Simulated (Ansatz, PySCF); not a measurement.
Ge(F)2(SH)2 (F2GeH2S2), SMILES [F][Ge]([SH])([F])[SH].

The structure is a stationary point at ωB97X-D3(BJ)/def2-SVP. This is a generated structure with no PubChem entry under its InChIKey; it may be hypothetical. One conformer was computed; it need not be the lowest.

Vertical ionisation energy (IE) and electron affinity (EA) in eV. Rows of orbital energies are one-electron estimates. Where ΔSCF, EOM or ADC give a negative EA the extra electron is unbound and the value depends on the basis.

| level | IE | EA |
|---|---|---|
| −ε(HOMO), −ε(LUMO), PBE0/def2-TZVP (PySCF) | 8.35 | 1.30 |
| −ε(HOMO), −ε(LUMO), PBE/def2-TZVP (PySCF) | … | … |
| ΔSCF, PBE0/def2-SVPD (Ansatz), final states of multiplicity 2 and 2 | 10.47 | -0.08 |
| ΔSCF, PBE/def2-SVPD (Ansatz), final states of multiplicity 2 and 2 | 10.06 | 0.12 |

Question: What belongs in the gaps? (The exact figures need the calculation; the answer reports its results.)

Answer: 
- −ε(HOMO), −ε(LUMO), PBE/def2-TZVP (PySCF), IE: 7.05
- −ε(HOMO), −ε(LUMO), PBE/def2-TZVP (PySCF), EA: 2.28

Question: What vertical singlet–triplet gap does ΔSCF give with PBE0/def2-SVPD (Ansatz, an electronic-structure program) and with PBE/def2-SVPD (Ansatz)? (Estimate from the structure and the level; the computed values follow.)

Answer: 5.12 and 4.65 eV (triplet above singlet where positive).
